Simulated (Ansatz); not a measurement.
A structure relaxed at PBE0-D4/def2-TZVP, charge 0, multiplicity 1:

```
atom    x (Å)    y (Å)    z (Å)
  N1  -0.9010  -1.3253  -0.6293
  C2  -0.2008  -0.3600  -0.2101
 Si3  -0.8868   0.5447   1.3179
  C4   1.0981   0.1248  -0.7968
 Cl5   1.6372  -0.8002  -2.2111
  H6  -0.4683  -1.7642  -1.4504
  H7  -2.2384   1.0645   1.0036
  H8   0.0098   1.6801   1.6713
  H9  -0.9426  -0.4045   2.4552
 H10   1.0027   1.1687  -1.1036
 H11   1.8902   0.0713  -0.0466
```

Problem. Give its formula and SMILES.

Solution. C2H6ClNSi, `N=C([SiH3])CCl`.

Problem. Point group (tolerance 0.08 Å, 0.16 Å for H)?

Solution. Cs.

Problem. Summarise the bond lengths by kind.

Solution. 1 × C–N 1.264 Å; 1 × H–N 1.027 Å; 1 × C–Si 1.904 Å; 1 × C–C 1.505 Å; 3 × H–Si 1.482 to 1.489 Å; 1 × C–Cl 1.774 Å; 2 × C–H 1.092 Å.

Computed with Ansatz.
